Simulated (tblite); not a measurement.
A geometry optimisation, step by step.

B₂FH₃N (doublet state).
Atom-mapped SMILES: `[BH2:1][N:2][BH:3][F:4]` (hydrogens: H5, H6 on B1; H7 on B3)

Computed with GFN2-xTB (tblite), gas phase: L-BFGS steps from a force-field or distance-geometry start until the largest atomic force falls under 0.01 eV/Å. 14 of its 54 geometries are shown.

Step 0: E = -316.0331 eV, largest atomic force 5.020 eV/Å
```
atom  x, y, z in Å  |  force x, y, z in eV/Å
B1      1.283    0.111    0.156   -3.378  -0.894   2.446
N2      0.239   -0.723    0.903   -0.231   3.003  -4.016
B3     -1.091   -0.464    0.264    0.807   1.456   2.095
F4     -2.139    0.347    0.849    2.299  -2.101  -1.089
H5      0.976    0.451   -0.940    0.752  -0.512   0.201
H6      1.864    0.897    0.828    0.250  -0.657  -0.209
H7     -1.128   -0.614   -0.916   -0.498  -0.294   0.571
```

Step 4: E = -317.2440 eV, largest atomic force 0.646 eV/Å
```
atom  x, y, z in Å  |  force x, y, z in eV/Å
B1      1.183    0.138    0.222   -0.412   0.435   0.060
N2      0.203   -0.616    0.780    0.198   0.601  -0.131
B3     -1.069   -0.417    0.286   -0.183   0.014  -0.518
F4     -2.057    0.263    0.830   -0.087  -0.244   0.419
H5      1.027    0.421   -0.920    0.582  -0.205  -0.030
H6      1.880    0.851    0.821    0.403  -0.273   0.230
H7     -1.164   -0.633   -0.874   -0.502  -0.327  -0.030
```

Step 8: E = -317.5958 eV, largest atomic force 0.976 eV/Å
```
atom  x, y, z in Å  |  force x, y, z in eV/Å
B1      1.145    0.336    0.241    0.748  -0.617  -0.113
N2      0.157   -0.435    0.709   -0.067   0.484  -0.512
B3     -1.128   -0.390    0.201   -0.171  -0.273   0.230
F4     -2.073    0.147    0.948   -0.543  -0.082  -0.100
H5      1.242    0.356   -0.942    0.188   0.268   0.087
H6      2.017    0.751    0.894    0.026   0.180   0.090
H7     -1.357   -0.761   -0.907   -0.182   0.038   0.319
```

Step 12: E = -317.9523 eV, largest atomic force 0.523 eV/Å
```
atom  x, y, z in Å  |  force x, y, z in eV/Å
B1      1.306    0.326    0.220   -0.069   0.043  -0.098
N2      0.080   -0.126    0.498    0.036   0.063   0.141
B3     -1.232   -0.411    0.217   -0.148   0.313  -0.264
F4     -2.226   -0.014    1.008    0.102  -0.150   0.076
H5      1.516    0.392   -0.947    0.306   0.087   0.075
H6      2.140    0.706    0.981   -0.398  -0.264  -0.212
H7     -1.581   -0.867   -0.833    0.169  -0.093   0.282
```

Step 16: E = -318.0177 eV, largest atomic force 0.233 eV/Å
```
atom  x, y, z in Å  |  force x, y, z in eV/Å
B1      1.301    0.355    0.193   -0.047  -0.061  -0.157
N2      0.041    0.003    0.431   -0.096   0.020  -0.053
B3     -1.260   -0.352    0.186   -0.004  -0.105   0.100
F4     -2.232   -0.100    1.054   -0.052   0.123   0.175
H5      1.666    0.400   -0.925    0.094   0.044  -0.185
H6      2.121    0.631    0.983   -0.109  -0.034   0.203
H7     -1.633   -0.933   -0.777    0.213   0.013  -0.083
```

Step 20: E = -318.0431 eV, largest atomic force 0.130 eV/Å
```
atom  x, y, z in Å  |  force x, y, z in eV/Å
B1      1.295    0.337    0.151    0.039   0.123   0.017
N2      0.027    0.030    0.410    0.009   0.003  -0.123
B3     -1.274   -0.345    0.208    0.024  -0.097   0.037
F4     -2.237   -0.095    1.088    0.052   0.022  -0.055
H5      1.718    0.420   -0.950   -0.048  -0.033   0.018
H6      2.060    0.601    1.007   -0.053  -0.064   0.034
H7     -1.586   -0.943   -0.770   -0.023   0.047   0.072
```

Step 24: E = -318.0485 eV, largest atomic force 0.068 eV/Å
```
atom  x, y, z in Å  |  force x, y, z in eV/Å
B1      1.295    0.361    0.144    0.039  -0.037  -0.012
N2      0.021    0.057    0.371    0.013  -0.005  -0.004
B3     -1.272   -0.353    0.212    0.000   0.025  -0.040
F4     -2.230   -0.101    1.097    0.038   0.028   0.031
H5      1.740    0.417   -0.950   -0.023   0.036   0.015
H6      2.046    0.575    1.024   -0.029   0.007   0.026
H7     -1.595   -0.951   -0.755   -0.038  -0.054  -0.016
```

Step 29: E = -318.0516 eV, largest atomic force 0.071 eV/Å
```
atom  x, y, z in Å  |  force x, y, z in eV/Å
B1      1.302    0.360    0.137   -0.045   0.012   0.023
N2      0.020    0.072    0.336   -0.011  -0.060  -0.037
B3     -1.272   -0.349    0.200   -0.018  -0.031   0.015
F4     -2.203   -0.093    1.113    0.001   0.027  -0.019
H5      1.754    0.436   -0.949    0.051   0.034   0.005
H6      2.018    0.557    1.049    0.031   0.004  -0.017
H7     -1.615   -0.978   -0.744   -0.009   0.016   0.030
```

Step 33: E = -318.0547 eV, largest atomic force 0.142 eV/Å
```
atom  x, y, z in Å  |  force x, y, z in eV/Å
B1      1.301    0.361    0.143    0.088   0.039  -0.104
N2      0.021    0.049    0.297    0.023  -0.047   0.055
B3     -1.276   -0.363    0.193    0.028   0.037   0.028
F4     -2.184   -0.066    1.118   -0.045   0.022   0.018
H5      1.771    0.468   -0.940    0.015   0.026   0.105
H6      2.017    0.553    1.062   -0.075  -0.028  -0.066
H7     -1.647   -0.997   -0.730   -0.034  -0.048  -0.037
```

Step 37: E = -318.0599 eV, largest atomic force 0.065 eV/Å
```
atom  x, y, z in Å  |  force x, y, z in eV/Å
B1      1.301    0.363    0.123   -0.006   0.010   0.009
N2      0.029    0.008    0.222    0.000   0.004   0.052
B3     -1.283   -0.374    0.186    0.037  -0.035  -0.006
F4     -2.144   -0.011    1.135    0.001  -0.003  -0.059
H5      1.831    0.544   -0.911    0.019   0.020  -0.059
H6      1.967    0.522    1.083   -0.015  -0.019   0.018
H7     -1.698   -1.047   -0.694   -0.036   0.023   0.045
```

Step 41: E = -318.0611 eV, largest atomic force 0.020 eV/Å
```
atom  x, y, z in Å  |  force x, y, z in eV/Å
B1      1.303    0.363    0.121    0.008   0.007  -0.006
N2      0.036   -0.009    0.224   -0.001  -0.008  -0.001
B3     -1.277   -0.383    0.186   -0.010   0.017   0.001
F4     -2.139    0.003    1.125   -0.010   0.003  -0.004
H5      1.833    0.560   -0.913   -0.011   0.007  -0.002
H6      1.960    0.520    1.087    0.013  -0.011   0.008
H7     -1.712   -1.050   -0.686    0.011  -0.014   0.004
```

Step 45: E = -318.0613 eV, largest atomic force 0.019 eV/Å
```
atom  x, y, z in Å  |  force x, y, z in eV/Å
B1      1.303    0.362    0.123   -0.012  -0.006   0.014
N2      0.038   -0.015    0.233    0.001   0.018  -0.002
B3     -1.277   -0.380    0.187    0.011  -0.012   0.000
F4     -2.145    0.005    1.120   -0.003   0.010  -0.006
H5      1.823    0.560   -0.916   -0.005   0.008   0.003
H6      1.967    0.521    1.085    0.002  -0.013  -0.014
H7     -1.706   -1.049   -0.689    0.006  -0.005   0.005
```

Step 49: E = -318.0617 eV, largest atomic force 0.039 eV/Å
```
atom  x, y, z in Å  |  force x, y, z in eV/Å
B1      1.304    0.364    0.123    0.002  -0.003  -0.026
N2      0.038   -0.011    0.227   -0.026   0.015   0.025
B3     -1.276   -0.379    0.187   -0.024  -0.020   0.009
F4     -2.149    0.016    1.113    0.027   0.017  -0.005
H5      1.821    0.577   -0.916    0.001   0.005   0.019
H6      1.968    0.501    1.086    0.019   0.000   0.000
H7     -1.702   -1.064   -0.676    0.000  -0.014  -0.023
```

Step 53: E = -318.0622 eV, largest atomic force 0.005 eV/Å
```
atom  x, y, z in Å  |  force x, y, z in eV/Å
B1      1.302    0.363    0.125    0.005   0.001   0.000
N2      0.037   -0.009    0.239   -0.001   0.000   0.002
B3     -1.277   -0.381    0.188    0.002   0.000  -0.002
F4     -2.156    0.030    1.099   -0.004   0.001   0.003
H5      1.808    0.591   -0.915    0.001   0.000  -0.001
H6      1.982    0.487    1.079   -0.002  -0.001  -0.001
H7     -1.692   -1.076   -0.672    0.000  -0.001  -0.001
```

**Question.** Summarise the path.

**Answer.** The energy falls by 46.79 kcal/mol from step 0 to step 53; nine tenths of that is first reached at step 11. It falls at every step. The largest force goes from 5.020 to 0.005 eV/Å. Among the bonds B1–N2 changes most, from 1.531 to 1.323 Å; the atoms move by 0.632 Å rms after alignment.

**Question.** Follow the three bonds and two angles with the largest change from start to end.

**Answer.** 
```csv
step,E above end (kcal/mol),largest force (eV/Å),B1–N2 (Å),N2–B3 (Å),B3–F4 (Å),B1–N2–B3 (°),N2–B1–H5 (°)
0,46.79,5.020,1.531,1.499,1.448,107.6,115.5
2,25.41,5.618,1.270,1.371,1.287,118.7,116.8
5,15.98,1.251,1.330,1.381,1.316,116.8,116.5
7,11.61,1.184,1.332,1.384,1.322,120.7,115.3
9,7.51,1.351,1.361,1.382,1.325,134.3,112.4
12,2.53,0.523,1.335,1.372,1.331,154.9,112.7
14,1.70,0.486,1.326,1.367,1.328,158.8,114.9
16,1.03,0.233,1.330,1.371,1.327,159.4,118.3
18,0.66,0.261,1.332,1.371,1.329,159.0,121.2
21,0.40,0.132,1.330,1.368,1.328,160.9,122.4
23,0.33,0.095,1.330,1.366,1.328,162.5,122.0
25,0.31,0.062,1.330,1.366,1.328,163.1,122.1
28,0.26,0.093,1.329,1.366,1.329,164.1,121.9
30,0.24,0.070,1.328,1.365,1.329,165.1,121.1
32,0.21,0.103,1.327,1.365,1.328,166.4,120.7
35,0.09,0.105,1.325,1.367,1.332,172.9,121.4
37,0.05,0.065,1.324,1.366,1.332,174.2,122.6
39,0.03,0.041,1.324,1.366,1.332,174.5,123.2
41,0.02,0.020,1.324,1.366,1.332,174.0,123.0
44,0.02,0.018,1.325,1.366,1.332,173.3,122.9
46,0.02,0.023,1.325,1.366,1.332,173.2,122.8
48,0.01,0.031,1.324,1.366,1.332,173.5,122.7
51,0.00,0.034,1.323,1.366,1.332,173.5,122.6
53,0.00,0.005,1.323,1.366,1.332,172.9,122.8
```

The cost below is that of the whole relaxation. The run took 0.16 s wall on one thread of an Arm Neoverse V1, on a shared host.
